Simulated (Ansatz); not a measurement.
A thermochemical cycle in electronic energies (no zero-point or thermal terms), species as SMILES, kcal/mol. Geometries: B3LYP-D3(BJ)/def2-TZVP minima from Ansatz (an electronic-structure program). Cores are frozen in the correlated levels unless marked. UHF or UKS for open shells. Spin-orbit coupling is left out. No relativistic terms. CBS marks a two-point X^-3 extrapolation of the correlation energy; Hartree-Fock from the larger set. [CCSD(T)-MP2]/basis is that difference in the basis named. Anions need diffuse functions, of which def2-TZVPD holds fewer than the aug- sets.

| step | RI-MP2/CBS(aug-cc-pV(T+d)Z,aug-cc-pV(Q+d)Z)+[CCSD(T)-MP2]/aug-cc-pV(T+d)Z (Ansatz) | PBE0-D4/def2-TZVPD (Ansatz + dftd4) |
|---|---|---|
| bond energy D: C[SiH](C)[SiH3] → C[Si](C)[SiH3] + H atom | 95.6 | 89.8 |
| deprotonation energy A: C[SiH](C)[SiH3] -> C[Si-](C)[SiH3] + H+ | 377.8 | 376.6 |
| ionisation of the H atom at the same level, IE | 313.7 | 314.4 |

### Question
Find the electron affinity EA, positive where the anion is bound: C[Si](C)[SiH3] + e- → C[Si-](C)[SiH3].

### Answer
Breaking the bond, ionising the H atom and attaching the electron to the radical add up to the deprotonation, A = D + IE - EA. At RI-MP2/CBS(aug-cc-pV(T+d)Z,aug-cc-pV(Q+d)Z)+[CCSD(T)-MP2]/aug-cc-pV(T+d)Z: EA = D + IE - A = 95.6 + 313.7 - 377.8 = 31.5. At PBE0-D4/def2-TZVPD: EA = D + IE - A = 89.8 + 314.4 - 376.6 = 27.6. The functional differs from the first level by -5.8 in D, -3.9 in EA and -1.2 in A; for EA and A the gap mixes functional and basis. The site is the one shown; other sites or isomers of the anion may lie lower.
